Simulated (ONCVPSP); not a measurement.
Before and after: ONCV potential for Fe

iron, optimised norm-conserving Vanderbilt (ONCV), made with ONCVPSP 4.0.1 (PBE, scalar-relativistic). Core [Ne], reference 3s2 3p6 3d6 4s2. Waves: 3s+4s: rc 1.65 bohr, ncon 4, nbas 9, qcut 6.9 1/bohr, 2 projectors; 3p: rc 1.00 bohr, ncon 3, nbas 7, qcut 16.6 1/bohr, 2 projectors, debl 2.2 Ha; 3d: rc 1.30 bohr, ncon 4, nbas 9, qcut 10.2 1/bohr, 1 projector. Local part: polynomial inside 0.90 bohr (lpopt 4, dvloc0 4 Ha). Core correction: none.

In the p channel the program set the typed energies aside and used -2.207, 0.250 Ha.

All-electron outer shells of the reference configuration (PBE, scalar-relativistic, ld1.x):

```tsv
shell	level (eV)	outermost node (bohr)	outermost maximum (bohr)
2p	-698.45	–	0.18
3s	-94.02	0.33	0.70
3p	-60.04	0.30	0.72
3d	-7.50	–	0.71
4s	-5.29	1.00	2.41
```

Change: all radii scaled by about 1.22 (s 2.02, p 1.22, d 1.58 bohr); local potential polynomial inside 1.10 bohr (lpopt 4, dvloc0 4 Ha).

Cutoffs: the cutoffs (Ha) at which the residual kinetic energy of the hardest occupied pseudo-wave falls to 1 and 0.1 mHa per electron; they do not see the model core or the augmentation charge, which bear on the density cutoff. Errors are all-electron minus pseudo energies relative to the spin-unpolarised reference configuration.

Problem. How do hardness, ghosts and transferability respond?

Solution. The potential gets softer (74 Ha and 93 Ha → 55 Ha and 72 Ha); of the 4 tests that both files solve, the error grows in 4 and shrinks in 0 by more than 15 % and 0.3 meV (median size 7.7 → 11.7 meV); neither file shows a bound ghost. A larger radius leaves more room for a smooth pseudo-wave, so fewer plane waves are needed. More of the atom is replaced by a form fitted at one configuration, so other configurations suffer.

| quantity | base | changed |
| --- | --- | --- |
| cutoff, loose | 74 Ha | 55 Ha |
| cutoff, tight | 93 Ha | 72 Ha |
| loose cutoff by channel | s 13 Ha, p 74 Ha, d 47 Ha | s 14 Ha, p 55 Ha, d 40 Ha |
| bound ghosts | none | none |
| GHOST(+) flags under 300 eV | none | none |
| error for 3s2 3p6 3d6 4s1, meV [ΔE 8.73 eV] | +0.1 | +0.5 |
| error for 3s2 3p6 3d6 4s0, meV [ΔE 24.93 eV] | +2.5 | +3.9 |
| error for 3s2 3p6 3d5 4s0, meV [ΔE 59.16 eV] | -13 | -19 |
| error for 3s2 3p5 3d6 4s2, meV [ΔE 67.68 eV] | -81 | -173 |
